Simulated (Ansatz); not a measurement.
Cost and result up the ladder for the cluster Li₄Al₂ (6 atoms). Charge 0, multiplicity 1. Geometry: r2SCAN-D4/def2-TZVP.

| atom | x (Å) | y (Å) | z (Å) |
| --- | --- | --- | --- |
| Al1 | -0.751 | 0.109 | -0.129 |
| Al2 | 0.863 | -0.731 | 1.566 |
| Li3 | 0.164 | -2.401 | -0.385 |
| Li4 | 1.918 | 0.289 | -0.707 |
| Li5 | 0.335 | 1.858 | 1.626 |
| Li6 | -2.529 | 0.877 | -1.970 |

Ansatz on 4 threads of Intel Xeon 6975P-C on a shared host. Times are rough, and most runs start from the orbitals of an earlier one. No level here is sound enough to serve as a yardstick. Binding counts from free atoms at the same level (Al doublet, Li doublet; other spins of the atoms weren't run), without zero-point energy or a counterpoise term.

Correlated methods freeze 10 core orbitals; core or outer-core shells of Li are correlated, in sets that lack core-valence functions. The structure comes from a short search, and lower isomers may exist.

Correlated methods converge slowly with the basis.

| level | functions | wall time |
| --- | --- | --- |
| PBE-D4/def2-TZVP (with forces) | 130 | 0.7 s |
| PBE0-D4/def2-TZVP | 130 | 0.8 s |
| revPBE-D4/def2-TZVP | 130 | 0.8 s |
| r2SCAN-D4/def2-TZVP | 130 | 1.2 s |
| ωB97X-V/def2-TZVP | 130 | 2.4 s |
| CCSD(T)/def2-TZVPP | 160 | 6 s |

**Question.** Estimate what each level gives for the binding energy per atom (eV).

**Answer.** 
```
                         level  binding energy per atom (eV)                        remarks
PBE-D4/def2-TZVP (with forces)                          1.35  restricted SCF unstable in HF
             PBE0-D4/def2-TZVP                          1.30  restricted SCF unstable in HF
           revPBE-D4/def2-TZVP                          1.29  restricted SCF unstable in HF
           r2SCAN-D4/def2-TZVP                          1.35  restricted SCF unstable in HF
             ωB97X-V/def2-TZVP                          1.22  restricted SCF unstable in HF
            CCSD(T)/def2-TZVPP                          1.29        restricted SCF unstable
```
